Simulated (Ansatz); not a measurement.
Ansatz (a quantum-chemistry and plane-wave program) input (B3LYP-D3(BJ)/def2-TZVP):

Ansatz 0.2 input:
```yaml
crystal:
  periodic: [false, false, false]
  atoms:
    - {symbol: Si, position_ang: [-0.01483847, 0.67630657, 0.00227694]}
    - {symbol: Cl, position_ang: [-0.06744334, 1.88630198, -1.73539938]}
    - {symbol: Cl, position_ang: [0.01194630, 1.94882150, 1.67026409]}
    - {symbol: N, position_ang: [1.48483048, -0.31793134, -0.03766243]}
    - {symbol: N, position_ang: [-1.48725586, -0.33676664, 0.03452063]}
    - {symbol: H, position_ang: [1.34468930, -0.98122010, -0.86215545]}
    - {symbol: H, position_ang: [1.45359921, -0.92071021, 0.84072368]}
    - {symbol: H, position_ang: [-1.43902170, -0.98650763, -0.76561354]}
    - {symbol: H, position_ang: [-1.34311523, -0.96484378, 0.94291041]}
basis:
  gaussian:
    orbitals: def2-TZVP
hamiltonian:
  xc: b3lyp
  dispersion: d3bj
relax: {f_tol: 0.002, max_steps: 150}
```

End of the output:

```
mean field -35976.89921485 eV, -1322.1266601277 hartree, gradient 1.5e-5 eV, S^2 0.000000; 0 other end points of the search recorded, 0 dependent functions left out
the calculation of the forces begins
reference -35976.89949233 eV, -1322.1266703249 hartree; 33, 33 occupied and 164, 164 virtual orbitals, 1273 factors
relax step  14: F+E_penalty+E_count = -35977.37156099 eV  Δ(F+E_penalty+E_count) = -2.132e-4 eV  max|allowed force component| = 1.997e-2 eV/Å  Δτ_max = 0.0103 Å  (31 SCF iters, accepted)
these checks for a lower state are left out or cut short: starts, cluster_reference, orbital_swaps, neighbouring_geometries, increment
integrals: 0.14 GiB planned
1273 factors; their error is unknown
mean field: 1.23 GiB planned
mean field -35976.89940657 eV, -1322.1266671733 hartree, gradient 1.5e-5 eV, S^2 0.000000; 0 other end points of the search recorded, 0 dependent functions left out
the calculation of the forces begins
reference -35976.89968409 eV, -1322.1266773718 hartree; 33, 33 occupied and 164, 164 virtual orbitals, 1273 factors
relax step  15: F+E_penalty+E_count = -35977.37163569 eV  Δ(F+E_penalty+E_count) = -7.470e-5 eV  max|allowed force component| = 1.822e-3 eV/Å  Δτ_max = 0.0032 Å  (32 SCF iters, accepted)
integrals: 0.14 GiB planned
1273 factors; their error is unknown
mean field: 1.23 GiB planned
mean field evaluation 128: about -35976.8993 eV, gradient 2.8e-1 eV
mean field -35976.89940657 eV, -1322.1266671733 hartree, gradient 5.6e-5 eV, S^2 0.000000; 1 other end points of the search recorded, 0 dependent functions left out
the calculation of the forces begins
reference -35976.89968409 eV, -1322.1266773718 hartree; 33, 33 occupied and 164, 164 virtual orbitals, 1273 factors
Total energy: -35977.37191321 eV, -1322.1440314719 hartree
Atom 0 at    -0.010753     0.459628     0.000072 Å, force    -0.000044     0.000571     0.000294 eV/Å
Atom 1 at    -0.089663     1.671379    -1.673595 Å, force    -0.000015     0.000045    -0.000008 eV/Å
Atom 2 at     0.043828     1.743631     1.619955 Å, force    -0.000040     0.000465     0.000196 eV/Å
Atom 3 at     1.369323    -0.505519     0.168582 Å, force    -0.001822    -0.000045     0.000155 eV/Å
Atom 4 at    -1.371702    -0.538596    -0.126041 Å, force     0.001763     0.000384    -0.000737 eV/Å
Atom 5 at     1.562875    -1.234799    -0.499780 Å, force     0.000947    -0.000413    -0.000018 eV/Å
Atom 6 at     2.205038    -0.141103     0.596028 Å, force     0.000793    -0.000258    -0.000328 eV/Å
Atom 7 at    -2.214063    -0.209304    -0.568677 Å, force    -0.000865    -0.000417     0.000414 eV/Å
Atom 8 at    -1.551493    -1.241866     0.573320 Å, force    -0.000716    -0.000332     0.000032 eV/Å
Dipole moment:     0.004917    -0.505894     0.010863 e Å
```
